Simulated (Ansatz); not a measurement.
`C[CH](C)[AlH][Cl]` + `CC(C)[O][Cd][NH2]` → `CC(C)[O][AlH][Cl]` + `C[CH](C)[Cd][NH2]`  (redistribution)

Gas-phase electronic energies from Ansatz, PBE0-D4/def2-TZVP geometries. CCSD(T)/CBS adds triple-zeta CCSD(T) − MP2 to the extrapolated MP2 energy (def2 sets, frozen cores). DFT in def2-TZVPP. def2 core potentials past Kr. For Cd outer-core shells are correlated without core-valence functions, which leaves a few kJ/mol of doubt a bond. Each species was taken in one conformer, which may not be the lowest.

| species | PBE-D4 energy (Eh) |
| --- | --- |
| `C[CH](C)[AlH][Cl]` | -821.40137 |
| `CC(C)[O][Cd][NH2]` | -417.28245 |
| `CC(C)[O][AlH][Cl]` | -896.64090 |
| `C[CH](C)[Cd][NH2]` | -342.08278 |

Q: Work out ΔE.

A: ΔE = (-896.64090) + (-342.08278) − (-821.40137) − (-417.28245) = -0.03986 Eh = -104.7 kJ/mol. CCSD(T)/CBS gives -114.6 kJ/mol.

Largest T1 diagnostic among the species: 0.015.

From PBE to PBE0 (25 % exact exchange), in def2-TZVPP and without D4, ΔE moves by −4.4 kJ/mol. At CCSD(T), def2-SVP lies +5.8 kJ/mol from the extrapolated value and def2-TZVPP −2.7 kJ/mol. Leaving LDA and LC-ωPBE aside and taking each functional with its dispersion term where it has one, the values, not all of them listed here, spread over 16.8 kJ/mol, from B2PLYP to revPBE-D4. LDA lies −4.3 kJ/mol from PBE without D4.
